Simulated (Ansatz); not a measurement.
Which isomer of ClFGeH3Sn gives these data?

These gas-phase data were calculated for one isomer of ClFGeH3Sn at r2SCAN-D4/def2-SVP (harmonic, unscaled wavenumbers; equilibrium rotational constants with average atomic masses):

| Item | Value |
| --- | --- |
| rotational constants | 3.172, 0.8372, 0.7164 GHz |
| all wavenumbers above 1500 cm⁻¹ | 2132, 1886, 1850 |

Candidates:

(1) `[F][Ge@H]([Cl])[SnH2]`, a doublet
(2) `[F][Sn]([Cl])[GeH3]`, a doublet
(3) `[F][GeH2][SnH][Cl]`, a doublet

**Question.** Which candidate do the data belong to?

**Answer.** Candidate (1). The band at 1886 cm⁻¹ lies where the Sn–H stretch is expected; (2) has no mode between 1650 and 2000 cm⁻¹. 1 mode lies between 1900 and 2250 cm⁻¹, one for each Ge–H bond, while (3) has 2.

The same quantities for all candidates:

```tsv
	rotational constants (GHz)	wavenumbers above 1500 cm⁻¹	E above the lowest, r2SCAN-D4/def2-SVP (kcal/mol)
(1)	3.172, 0.8372, 0.7164	2132, 1886, 1850	10.3
(2)	2.406, 0.9651, 0.7885	2178, 2177, 2147	0.0
(3)	3.316, 0.8663, 0.6977	2156, 2114, 1795	6.4
```

Each candidate is one conformer. Open shells are spin-unrestricted. Atoms past krypton carry core potentials. Programs: Ansatz 0.2.0.
